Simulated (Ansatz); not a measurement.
NiHg5Te4Cl4, a doped nanocrystal cut from zinc blende HgTe (Ni for one cation, 4 Cl caps), 14 atoms. Hardware: 2 threads of AMD EPYC 7R13 on a shared host and a share (18 GiB) of an NVIDIA H100 80GB HBM3.

In the def2 sets Hg, Te take a core potential; there is no spin–orbit coupling. Correlated methods freeze 41 core orbitals; core or outer-core shells of Te, Ni, Hg are correlated, in sets that lack core-valence functions. Single mean-field runs in def2-TZVP are fitted with def2-universal-jkfit.

Q: How many basis functions does each of these Ansatz runs have, and roughly what does it cost? PBE0-D4/def2-TZVP, charge 1 quartet at the geometry of the charge 0 triplet, energy; PBE0-D4/def2-TZVP, charge -1 doublet at the geometry of the charge 0 triplet, energy; MP2/def2-SVP, charge 0 triplet, energy, from earlier orbitals; ωB97M-V/def2-TZVP, charge 0 singlet, energy, from earlier orbitals; PBE0-D4/def2-SVP, charge 0 triplet, energy, from earlier orbitals; revPBE-D4/def2-TZVP, charge 1 doublet at the geometry of the charge 0 triplet, energy, from earlier orbitals; ωB97M-V/def2-TZVP, charge 1 doublet at the geometry of the charge 0 triplet, energy, from earlier orbitals; PBE with 10 % exact exchange/def2-SVP, charge 0 singlet, energy, from earlier orbitals; HSE06-D4/def2-TZVP, charge 0 triplet, energy, from earlier orbitals; r2SCAN-D4/def2-TZVP, charge -1 quartet at the geometry of the charge 0 triplet, energy, from earlier orbitals; PBE-D4/def2-TZVP, charge 0 triplet, energy, from earlier orbitals; HSE06-D4/def2-TZVP, charge 1 doublet at the geometry of the charge 0 triplet, energy, from earlier orbitals.

A: Other jobs shared the machine, so times can vary by a factor of up to 3.

```
                                                                                                          run  functions  fitting or Cholesky vectors  wall time  peak host memory (GiB)
                       PBE with 10 % exact exchange/def2-SVP, charge 0 singlet, energy, from earlier orbitals        367                         3929      7.5 s                     1.1
                                            PBE-D4/def2-TZVP, charge 0 triplet, energy, from earlier orbitals        608                         2883      8.5 s                     1.3
                                           ωB97M-V/def2-TZVP, charge 0 singlet, energy, from earlier orbitals        608                         2883      9.5 s                     1.4
 revPBE-D4/def2-TZVP, charge 1 doublet at the geometry of the charge 0 triplet, energy, from earlier orbitals        608                         2883       11 s                     1.3
r2SCAN-D4/def2-TZVP, charge -1 quartet at the geometry of the charge 0 triplet, energy, from earlier orbitals        608                         2883       12 s                     1.6
                                            PBE0-D4/def2-SVP, charge 0 triplet, energy, from earlier orbitals        367                         3928       16 s                     1.2
                                                MP2/def2-SVP, charge 0 triplet, energy, from earlier orbitals        367                         3928       18 s                       1
                                          HSE06-D4/def2-TZVP, charge 0 triplet, energy, from earlier orbitals        608                         2883       19 s                     1.3
                          PBE0-D4/def2-TZVP, charge 1 quartet at the geometry of the charge 0 triplet, energy        608                         2883       19 s                     1.3
                         PBE0-D4/def2-TZVP, charge -1 doublet at the geometry of the charge 0 triplet, energy        608                         2883       19 s                     1.3
  HSE06-D4/def2-TZVP, charge 1 doublet at the geometry of the charge 0 triplet, energy, from earlier orbitals        608                         2883       26 s                     1.3
   ωB97M-V/def2-TZVP, charge 1 doublet at the geometry of the charge 0 triplet, energy, from earlier orbitals        608                         2883       49 s                     2.1
```
